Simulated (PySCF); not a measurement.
Mo(S)2(OH)2 (H2MoO2S2), SMILES [OH][Mo]([OH])(=[S])=[S], multiplicity 1. Heavy atoms are numbered as in [Mo:1](=[S:2])(=[S:3])([OH:4])[OH:6]. Hydrogens are named by the atom that carries them.

The structure is a stationary point at PBE0-D3(BJ)/def2-SVP. The geometry has at least one imaginary mode, so it is a saddle point at that level. The multiplicity is an assumed one; other spin states were not compared. The def2 effective core potentials stand for the cores of Mo; spin–orbit coupling is left out. Other conformers were not sampled.

All values below come from B3LYP/def2-TZVP (PySCF).

ESP charges are fitted to the potential on shells at 1.4 to 2.0 van der Waals radii. Atomic charges (e), one atom of each kind:

| atom | Löwdin | ESP fit |
|---|---|---|
| Mo1 | … | 0.43 |
| S2 | … | -0.18 |
| O4 (OH) | … | -0.42 |
| H on O4 | … | 0.39 |

Complete the blanks. (An estimate is asked for; the answer gives what the named calculation found.)


- Mo1, Löwdin: -0.04
- S2, Löwdin: 0.11
- O4 (OH), Löwdin: -0.28
- H on O4, Löwdin: 0.18
